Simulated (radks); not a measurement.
The numbers below are computed, except where a source is named.
The chlorine ion Cl2+, configuration [Ne] 3p5 (not the ground configuration).

Code: a radial shooting solver on a logarithmic mesh with Libxc functionals. Model: scalar-relativistic Kohn-Sham, r2SCAN, spin-polarised, spherical densities, finite nucleus; open shells are filled with parallel spins first; meta-GGA in the generalised Kohn-Sham scheme; Fermi nuclear charge, rms radius 3.3654 fm.

Energy parts (eV):
part                      energy
total                 -12493.078
kinetic                12550.712
electron-nucleus      -29379.290
Hartree                 5077.933
exchange-correlation    -742.434

Orbitals (lengths in bohr, moments of r in powers of bohr; r(max) is where P^2 peaks; r(90%) holds 90 % of the orbital's charge):
orbital	occ.	eigenvalue (eV)	<r^4>	r(max)	r(90%)
1s up	1	-2797.375	0.0003214	0.05948	0.162
1s down	1	-2797.073	0.0003213	0.05947	0.162
2s up	1	-288.6055	0.09691	0.3610	0.690
2s down	1	-288.4358	0.09653	0.3612	0.690
2p up	3	-225.5222	0.08921	0.3017	0.672
2p down	3	-225.1812	0.08875	0.3019	0.672
3p up	3	-33.7520	14.03	1.342	2.40
3p down	2	-32.0760	15.02	1.351	2.44

The highest occupied level is 3p down at -32.076 eV. The spin density at the nucleus is -0.0280 e/bohr^3 (1s -0.2343, 2s 0.2063). Spin moment in Bohr magnetons: 1. The electron density at the nucleus is 3575 e/bohr^3 (large components only). The density falls to 0.001 e/bohr^3 at r = 3.36 bohr.
